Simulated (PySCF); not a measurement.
**Working out the ionisation energy of Cl⁺**

Cl⁺ [Ne] 3s2 3p4 (3P) → Cl²⁺ [Ne] 3s2 3p3 (4S). All numbers are calculated (PySCF 2.14, the spin-free X2C one-electron Hamiltonian (Gaussian nucleus), in jorge-DZP-DKH). Frozen: [Ne]. Energies in hartree (1 hartree = 27.21139 eV):

| part | Cl⁺ (lower) | Cl²⁺ (upper) |
| --- | --- | --- |
| UHF | -460.451080 | -459.624119 |
| CCSD correlation | -0.111811 | -0.093033 |
| (T) | -0.001183 | -0.000898 |

Q: What does Hartree-Fock give?

A: (-459.624119) − (-460.451080) = 0.826961 hartree = 22.503 eV.

Q: What do CCSD and CCSD(T) give?

A: The CCSD correlation energies differ by 0.018778 hartree = 0.511 eV and the triples by 0.000285 hartree = 0.008 eV, so CCSD gives 23.014 eV and CCSD(T) 23.022 eV.

Measured between the centres of the two terms (NIST): 23.771 eV, so CCSD(T) (valence) is off by -0.749 eV.

A double-zeta basis recovers only part of the correlation energy.

What remains against the reference includes basis incompleteness, the frozen core and higher excitations.
